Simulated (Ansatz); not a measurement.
System: CBr, net charge 0, doublet state. 
Coordinates optimised at B3LYP-D3(BJ)/def2-TZVP (Ansatz, an electronic-structure program):
```xyz
2

C      0.0000     0.0000    -1.5630
Br     0.0000     0.0000     0.2679
```
Charge 0, spin multiplicity 2.

Property: atomisation energy (electronic, to ground-state atoms), in kcal/mol. Correlated levels leave the core frozen unless marked. UHF or UKS for open shells. Spin-orbit coupling is left out. The frozen core is the preceding noble-gas configuration, with the filled d and f shells of earlier blocks. Non-relativistic. The coupled-cluster limit lacks core correlation, which all-electron functionals hold. CBS marks a two-point X^-3 extrapolation of the correlation energy; Hartree-Fock from the larger set. [CCSD(T)-MP2]/basis is that difference in the basis named.

```tsv
level	program	atomisation energy (kcal/mol)
RI-HF/def2-TZVPPD	Ansatz	38.1
BHLYP/def2-TZVPD	Ansatz	72.6
RI-MP2/def2-QZVPP	Ansatz	80.1
SCS-MP2/6-31G*	Ansatz	66.5
```

Problem. What does RI-MP2/CBS(aug-cc-pVTZ,aug-cc-pVQZ)+[CCSD(T)-MP2]/aug-cc-pVDZ (Ansatz) give?

Solution. 81.9 kcal/mol
